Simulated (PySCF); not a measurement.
Si(CCH)(Cl)(Me)2 (C4H7ClSi), SMILES Cl[Si](C)(C#C)C.

Geometry optimised at B3LYP-D3(BJ)/def2-SVP.

Method: PBE/def2-TZVP run with PySCF.

Question: Estimate the frontier levels, gap, dipole moment and polarisability. (The exact figures need the calculation; the answer reports its results.)

Answer: 
| Item | Value |
|---|---|
| highest occupied level | -6.96 eV |
| lowest empty level | -1.27 eV |
| orbital gap | 5.69 eV |
| dipole moment | 0.424 e·Å |
| quadrupole, principal values (traceless, Buckingham form, about the centre of nuclear charge) | -5.37, -1.78, 7.15 D·Å |
| mean static polarisability | 84.1 bohr³ (12.46 Å³) |
| polarisability, principal values | 74.0, 78.0, 100.3 bohr³ |
